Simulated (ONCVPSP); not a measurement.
## Varying the ONCV potential for iron

Base potential:

| Item | Value |
| --- | --- |
| Element | Fe |
| Generator | ONCVPSP 4.0.1 |
| Type | optimised norm-conserving Vanderbilt (ONCV) |
| Functional | LDA (Perdew-Zunger) |
| Relativity | fully relativistic |
| Frozen core | [Ne] 3s2 |
| Valence charge | 14 |
| Reference configuration | 3p6 3d6 4s1.75 4p0.25 |
| Partial waves | 4s: rc 2.35 bohr, ncon 5, nbas 8, qcut 3.2 1/bohr, 2 projectors, debl 2.1 Ha; 3p+4p: rc 1.45 bohr, ncon 4, nbas 7, qcut 11.7 1/bohr, 2 projectors; 3d: rc 1.15 bohr, ncon 4, nbas 9, qcut 12.7 1/bohr, 2 projectors, debl 2.8 Ha |
| Local potential | polynomial inside 1.00 bohr (lpopt 5, dvloc0 2 Ha) |
| Core correction | polynomial model core, fcfact 0.4 |

Open shells are filled in proportion to 2j + 1.

Cutoffs, loose and tight: the cutoffs (Ha) at which the residual kinetic energy of the hardest occupied pseudo-wave falls to 1 and 0.1 mHa per electron. They do not see the model core or the augmentation charge, which bear on the density cutoff. Test errors are all-electron minus pseudo excitation energies from the reference, over the configurations 3p6 3d6 4s2 4p0; 3p6 3d6 4s1 4p0; 3p6 3d6 4s0 4p0; 3p6 3d6 4s1.5 4p0. A dash means not determined; rows that change the core or the reference have their own tests. The largest error is taken over the tests solved by every variant that gives reliable tests at all: 3p6 3d6 4s1 4p0; 3p6 3d6 4s1.5 4p0; 3p6 3d6 4s2 4p0.

A true bound ghost makes a file unfit for plane-wave use even where its test errors are small: the radial tests pick states by their node count and pass the ghost by.

```csv
change,outcome,"cutoff, loose","cutoff, tight",bound ghosts,GHOST(+) flags above zero,largest test error (meV)
base,generated,66 Ha,74 Ha,s,none,-3.8
d: qcut 8.7,generated,217 Ha,250 Ha,s,none,-3.3
d: qcut 9.7,generated,114 Ha,232 Ha,s,none,-3.5
d: qcut 14.3,generated,74 Ha,84 Ha,s,none,-3.9
d: qcut 16.2,generated,84 Ha,97 Ha,s,none,-4.0
d: qcut 19.2,generated,91 Ha,106 Ha,s,none,-4.1
```

(1) What comes out with this change to the base: d: qcut 11.9?

## Answers

(1) outcome: generated; cutoff, loose: 61 Ha; cutoff, tight: 70 Ha; bound ghosts: s; GHOST(+) flags above zero: none; largest test error (meV): -3.7.

Reading the sweep of the qcut of the d channel (base included, trends over the rows without a ghost): Bound ghosts are found at 8.7, 9.7, 11.9, 12.7, 14.3, 16.2, 19.2 1/bohr. Every judged row has one, so this setting neither creates nor removes them.
